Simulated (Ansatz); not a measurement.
`C[O][Mo](=[O])([F])=[S]` + H₂O → `C[O][Mo](=[O])([OH])=[S]` + H–F at 700 K and 1 bar (formal hydrolysis of a Mo–F bond).

Computed with Ansatz on PBE0-D4/def2-TZVP structures; ΔE is electronic, products minus reactants. CBS: MP2 limit from def2 TZ/QZ plus the TZ coupled-cluster correction, frozen cores. This one scheme is used for every species. Elements past krypton have def2 core potentials. For Mo outer-core shells are correlated without core-valence functions, which leaves a few kJ/mol of doubt a bond. One conformer a species, not always the lowest.

```tsv
species	CCSD(T)/CBS energy (Eh)	H − E (kJ/mol)	S (J/(mol·K))
`C[O][Mo](=[O])([F])=[S]`	-756.05596	208.4	500.4
H₂O	-76.37941	80.5	218.4
`C[O][Mo](=[O])([OH])=[S]`	-732.03018	244.2	521.3
H–F	-100.39570	45.2	198.5
```

H − E and S are ideal-gas, rigid-rotor, harmonic terms from PBE0-D4/def2-TZVP, for one conformer and one mirror image of each species. 1 Eh = 2625.50 kJ/mol, R = 8.31446 J/(mol·K).

**Question.** By hand: ΔE, ΔH, ΔS and ΔG.

**Answer.** ΔE = (-732.03018) + (-100.39570) − (-756.05596) − (-76.37941) = 0.00949 Eh = 24.9 kJ/mol. Δ(H − E) = 244.2 + 45.2 − 208.4 − 80.5 = 0.5, so ΔH = 25.4 kJ/mol. ΔS = 521.3 + 198.5 − 500.4 − 218.4 = 1.0 J/(mol·K). ΔG = 25.4 − 700 × (1.0)/1000 = 24.7 kJ/mol.

**Question.** By hand: the equilibrium constant, and the temperature at which ΔG would vanish if ΔH and ΔS stayed fixed.

**Answer.** log₁₀ K = −ΔG/(RT ln 10) = -1.8. ΔG = 0 at ΔH/ΔS = 25400 K, far beyond where these terms or the molecules hold.

The number of gas molecules stays the same, so ΔS is small and ΔH decides. A doubt of 5 kJ/mol in ΔE shifts log₁₀ K by 0.4 here. Other conformers and mirror images would add mixing entropy, several J/(mol·K) or more a flexible species. Modes under 60 cm⁻¹, often nearly free rotors, make the harmonic entropy too high. These are equilibria of isolated gas molecules and say nothing of rates. Largest T1 diagnostic: 0.024 (customary marks: 0.02 for closed shells, 0.045 for open ones).
